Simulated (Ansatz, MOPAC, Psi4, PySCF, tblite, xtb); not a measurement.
Dimer HBr ··· CH3Cl (SMILES Br and CCl) at R = 3.59 Å between the centres of mass, closest contact 2.27 Å (lowest of the rigid-body minima from ten starts at GFN2-xTB). Geometry in Å and degrees:

```
C
H 1 1.0858
H 1 1.0858 2 110.57
H 1 1.0858 2 110.57 3 -122.80
Cl 1 1.7944 2 108.35 4 -118.60
H 5 2.2692 1 89.33 2 -56.51
Br 6 1.4248 5 160.85 1 2.41
```

Methods: GFN2-xTB (tblite); SAPT0/jun-cc-pVDZ, frozen core (Psi4); PBE0/def2-TZVP, counterpoise-corrected (Psi4); PBE0-D3(BJ)/def2-TZVP, counterpoise-corrected (Psi4); PBE/def2-TZVP, counterpoise-corrected (Psi4); PBE-D3(BJ)/def2-TZVP, counterpoise-corrected (Psi4); wB97X-V/def2-TZVP, counterpoise-corrected (Psi4); RHF/aug-cc-pVTZ, counterpoise-corrected (Ansatz, a quantum-chemistry and plane-wave program); MP2/aug-cc-pVTZ = MP2 on RHF/aug-cc-pVTZ, cores with 3d frozen, counterpoise-corrected run with Ansatz; CCSD/aug-cc-pVTZ = CCSD on RHF/aug-cc-pVTZ, cores with 3d frozen, counterpoise-corrected run with Ansatz; CCSD(T)/aug-cc-pVTZ = CCSD(T) on RHF/aug-cc-pVTZ, cores with 3d frozen, counterpoise-corrected in Ansatz; RHF/aug-cc-pVQZ, counterpoise-corrected (Ansatz); MP2/aug-cc-pVQZ = Ansatz with MP2 on RHF/aug-cc-pVQZ, cores with 3d frozen, counterpoise-corrected; AM1, restricted, heats of formation (MOPAC); PM7, restricted, heats of formation (MOPAC); GFN1-xTB (xtb); RKS-B3LYP/6-31G* = PySCF 2.14.0 with restricted B3LYP/6-31G*, spherical d, no counterpoise correction; RKS-LDA (SVWN5)/6-31G* = restricted LDA (SVWN5)/6-31G*, spherical d, no counterpoise correction in PySCF; RHF/LANL2DZ = restricted Hartree-Fock/LANL2DZ, with its core potentials past Ne, no counterpoise correction (PySCF); RHF/STO-3G = restricted Hartree-Fock/STO-3G, no counterpoise correction (PySCF).

Q: What interaction energy does each level give?

A: 
```json
[
 {"method": "RKS-LDA (SVWN5)/6-31G*", "E_int / kJ/mol": "-27.52"},
 {"method": "GFN2-xTB", "E_int / kJ/mol": "-17.33"},
 {"method": "PBE-D3(BJ)/def2-TZVP", "E_int / kJ/mol": "-16.58"},
 {"method": "PBE0-D3(BJ)/def2-TZVP", "E_int / kJ/mol": "-14.95"},
 {"method": "MP2/aug-cc-pVQZ", "E_int / kJ/mol": "-14.15"},
 {"method": "MP2/aug-cc-pVTZ", "E_int / kJ/mol": "-13.04"},
 {"method": "PBE/def2-TZVP", "E_int / kJ/mol": "-11.29"},
 {"method": "wB97X-V/def2-TZVP", "E_int / kJ/mol": "-11.05"},
 {"method": "CCSD(T)/aug-cc-pVTZ", "E_int / kJ/mol": "-10.15"},
 {"method": "PBE0/def2-TZVP", "E_int / kJ/mol": "-9.82"},
 {"method": "PM7", "E_int / kJ/mol": "-7.80"},
 {"method": "CCSD/aug-cc-pVTZ", "E_int / kJ/mol": "-7.63"},
 {"method": "SAPT0/jun-cc-pVDZ", "E_int / kJ/mol": "-7.28"},
 {"method": "RKS-B3LYP/6-31G*", "E_int / kJ/mol": "-6.54"},
 {"method": "GFN1-xTB", "E_int / kJ/mol": "-5.34"},
 {"method": "AM1", "E_int / kJ/mol": "-2.49"},
 {"method": "RHF/STO-3G", "E_int / kJ/mol": "0.55"},
 {"method": "RHF/LANL2DZ", "E_int / kJ/mol": "2.01"},
 {"method": "RHF/aug-cc-pVTZ", "E_int / kJ/mol": "3.83"},
 {"method": "RHF/aug-cc-pVQZ", "E_int / kJ/mol": "3.87"}
]
```
